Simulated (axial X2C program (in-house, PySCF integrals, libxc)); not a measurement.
## Spin–orbit effects along a row: molecules with C (ions), PBE0

Calculated with an in-house relativistic program for diatomic molecules, spin-free (one-electron X2C) or two-component (2c: spin–orbit coupling with atomic mean-field Coulomb and Gaunt terms, which also bring small scalar terms), in Dyall basis sets with cores contracted in-house; open shells are unrestricted.

Basis sets: B dyall-v3z, Be dyall-cv3z, C dyall-v3z, F dyall-av3z, Li dyall-cv3z, N dyall-av3z, O dyall-av3z.

| molecule | spin-free state | Re (Å) | ωe (cm⁻¹) | De (eV) | 2c state | Re 2c (Å) | ωe 2c (cm⁻¹) | De 2c (eV) |
| --- | --- | --- | --- | --- | --- | --- | --- | --- |
| LiC⁺ | M_S = 1, Λ = 1 | 2.288 | 328.2 | 0.42 | Ω = 2 | 2.288 | 328.1 | 0.42 |
| BeC⁺ | M_S = 3/2, Λ = 0 | 1.571 | 1141.9 | 2.93 | Ω = 3/2 | 1.571 | 1141.9 | 2.93 |
| BC⁺ | M_S = 2, Λ = 0 | 1.431 | 1425.3 | n/a | Ω = 2 | 1.431 | 1425.2 | n/a |
| CN⁺ | M_S = 1, Λ = 1 | 1.226 | 1839.0 | 5.18 | Ω = 2 | 1.226 | 1839.0 | 5.19 |
| CO⁺ | M_S = 1/2, Λ = 0 | 1.106 | 2330.5 | 8.59 | Ω = 1/2 | 1.106 | 2330.4 | 8.59 |
| CF⁺ | M_S = 0, Λ = 0 | 1.153 | 1814.8 | 7.97 | Ω = 0 | 1.153 | 1814.9 | 7.98 |

**Question.** Work out the shifts from the spin-free to the two-component result.

**Answer.** 

```json
{"molecule": "LiC⁺", "2c state": "Ω = 2", "ΔRe (Å)": "0.000", "Δωe (cm⁻¹)": "-0.1", "ΔDe (eV)": "0.00"}
{"molecule": "BeC⁺", "2c state": "Ω = 3/2", "ΔRe (Å)": "0.000", "Δωe (cm⁻¹)": "0.0", "ΔDe (eV)": "0.00"}
{"molecule": "BC⁺", "2c state": "Ω = 2", "ΔRe (Å)": "0.000", "Δωe (cm⁻¹)": "-0.1", "ΔDe (eV)": "n/a"}
{"molecule": "CN⁺", "2c state": "Ω = 2", "ΔRe (Å)": "0.000", "Δωe (cm⁻¹)": "0.0", "ΔDe (eV)": "0.01"}
{"molecule": "CO⁺", "2c state": "Ω = 1/2", "ΔRe (Å)": "0.000", "Δωe (cm⁻¹)": "-0.1", "ΔDe (eV)": "0.00"}
{"molecule": "CF⁺", "2c state": "Ω = 0", "ΔRe (Å)": "0.000", "Δωe (cm⁻¹)": "0.1", "ΔDe (eV)": "0.01"}
```

Shifts of one unit in the last digit are rounding.

Fragments in 2c: C + Li+, C + Be+, C + B+, N + C+, O + C+, F + C+. Each entry is the lowest single determinant of a limited PBE0 search at one distance. De goes to single-determinant-based atoms at the same level (for ions the charge split of lowest energy) and is withheld (n/a) where an atom does not fit its ground term or J level. Main or longest-lived isotopes. One determinant is a doubtful description, or other states lie close, for LiC⁺, BeC⁺, BC⁺, CN⁺; these need not be ground states, and all values refer to the states named. Some open-shell Ω = 0 determinants are out of reach, so the Ω given for LiC⁺, BC⁺, CN⁺ need not be the lowest component. With several unpaired electrons the Ω given is that of one determinant, not necessarily of the lowest component. Some light 2c atoms are not at their ground J level, so De misses part of their lowering (0.04 eV or less). The functionals have no current term, which raises determinants with orbital currents. Where the atoms have a lower orbital projection than the molecule, De at mean-field level may be about a tenth of an eV too small.
